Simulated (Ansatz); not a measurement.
Geometry optimisation, Ansatz 0.2.0, RKS PBE0-D4/def2-SVP.

Input:

```yaml
crystal:
  periodic: [false, false, false]
  atoms:
    - { symbol: B, position_ang: [0.034558, -0.493366, -0.471422] }
    - { symbol: Cl, position_ang: [0.037713, 0.033871, 2.546957] }
    - { symbol: Cl, position_ang: [1.52606, 0.259129, -0.961714] }
    - { symbol: Cl, position_ang: [-1.506503, 0.198604, -0.874278] }
    - { symbol: H, position_ang: [0.075454, -1.557438, 0.071138] }
    - { symbol: H, position_ang: [-0.049482, -1.111401, 1.87562] }
basis:
  gaussian: { orbitals: def2-SVP }
hamiltonian:
  xc: pbe0
  dispersion: d4
relax:
  f_tol: 0.03
  max_steps: 50
```

Launched with:

```bash
$ ansatz run input.yaml --threads 1 --pin off --max-ram 2048MiB --backend cpu --events-out ev --progress --plain --runs-dir out
```

Q: Where does it end, and by what steps?

A: The run converged. After 11 steps the energy has fallen by 0.083 eV; H6 moved furthest, 0.73 Å.

```
step  energy less start (eV)  largest force component (eV/Å)  accepted
   0                  0.0000                           1.036       yes
   1                 -0.0300                           0.546       yes
   2                  0.0282                           1.145        no
   3                 -0.0497                           0.429       yes
   4                 -0.0656                           0.264       yes
   5                 -0.0742                           0.194       yes
   6                 -0.0775                           0.229       yes
   7                 -0.0798                           0.191       yes
   8                 -0.0438                           1.376        no
   9                 -0.0815                           0.144       yes
  10                 -0.0816                           0.288       yes
  11                 -0.0832                           0.015       yes
```

```xyz
6
Properties=species:S:1:pos:R:3
B 0.045 -0.502 -0.657
Cl 0.099 0.074 2.504
Cl 1.517 0.337 -1.057
Cl -1.504 0.231 -0.970
H 0.095 -1.624 -0.234
H -0.135 -1.187 2.601
```

Whether the end is a true minimum wasn't checked by a vibrational analysis.

Run time: 34 s on 1 thread of Arm Neoverse V2 (shared host), peak memory 0.15 GiB.
